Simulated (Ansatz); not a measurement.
`N#CB(C#N)C#N`. Total charge 0; spin multiplicity 1.

```xyz
7

N     1.998   -0.275   -1.752
C     1.136   -0.156   -0.996
B     0.000    0.000    0.000
C    -0.673   -1.231    0.583
N    -1.184   -2.164    1.026
C    -0.463    1.387    0.413
N    -0.814    2.439    0.726
```

Q: List the harmonic frequencies (cm⁻¹, unscaled) at PBE0-D4/def2-TZVP in Ansatz. (An estimate is asked.)

A: The calculation gave: 116, 116, 144, 284, 285, 327, 520, 520, 549, 642, 1141, 1141, 2344, 2349, 2349.

Q: Is this a minimum?

A: Yes, all 15 modes are real.

Q: Give the ideal-gas thermochemistry at 298.15 K and 1 bar (rigid rotor, harmonic oscillator; point group D3h, symmetry number 6).

A: Zero-point energy 76.7 kJ/mol; H(298) − E = 97.5 kJ/mol; entropy 332.3 J/(mol·K), of which translation 164.8, rotation 102.0, vibration 65.4; G(298) − E = -1.6 kJ/mol.

Q: And at 400, 500, 600, 800 and 1000 K?

A: 
```json
{"T (K)": "400", "H − E (kJ/mol)": "108.1", "S (J/mol/K)": "363.0", "G − E (kJ/mol)": "-37.1"}
{"T (K)": "500", "H − E (kJ/mol)": "119.5", "S (J/mol/K)": "388.3", "G − E (kJ/mol)": "-74.7"}
{"T (K)": "600", "H − E (kJ/mol)": "131.5", "S (J/mol/K)": "410.1", "G − E (kJ/mol)": "-114.6"}
{"T (K)": "800", "H − E (kJ/mol)": "156.9", "S (J/mol/K)": "446.7", "G − E (kJ/mol)": "-200.4"}
{"T (K)": "1000", "H − E (kJ/mol)": "183.9", "S (J/mol/K)": "476.8", "G − E (kJ/mol)": "-292.9"}
```
